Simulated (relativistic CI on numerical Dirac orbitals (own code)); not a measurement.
# Pm II: what numerical and physical settings do to a radial Dirac CI calculation

Reference input:

```
atom Pm  Z=61  charge=1  electrons=60
nucleus A=145  rms_radius_fm=4.9620
hamiltonian dirac-coulomb  breit=on  qed=on  c_scale=1
orbitals kli  potential=per-configuration
slater_scale 1
correlation none
mixing on
grid step=0.0125 r_max=129.7
scf mixing=0.4 start=green max_iterations=150 tolerance=2e-08 node_fill=0.05
configurations
  [Xe] 4f5 6s
end
```

Computed lowest total energy -10007.44038 Ha, first excitation 501.9 cm⁻¹, 17 SCF steps. Runs with settings changed; * marks those that are bad on purpose:

```
                                  Changed        Outcome  Lowest level    ΔE (Ha)  First excitation (cm⁻¹)  SCF steps                                                                       Message
           end of the grid at 194.55 bohr      converged    4f⁵6s ⁷H°2  -1.82e-12                    501.9         17                                                                              
                      SCF tolerance 1e-06      converged    4f⁵6s ⁷H°2   1.89e-08                    501.9         14                                                                              
                            QED terms off      converged    4f⁵6s ⁷H°2      -5.87                    499.5         17                                                                              
grid step 0.006, nuclear radius 4.4658 fm      converged    4f⁵6s ⁷H°2    -0.0998                    501.9         15                                                                              
                      iteration limit 2 *  not converged                                                            2  SCF of 1s2 2s2 2p6 3s2 3p6 3d10 4s2 4p6 4d10 4f5 5s2 5p6 6s did not converge
         node fill of the KLI weights 5 *      converged    4f⁵6s ⁷H°2      0.826                   1103.9         25
```

With so few configurations and no correlation, terms lie too far apart (by 10 to 50 % near neutrality), their order can be wrong, and levels of other configurations are missing.
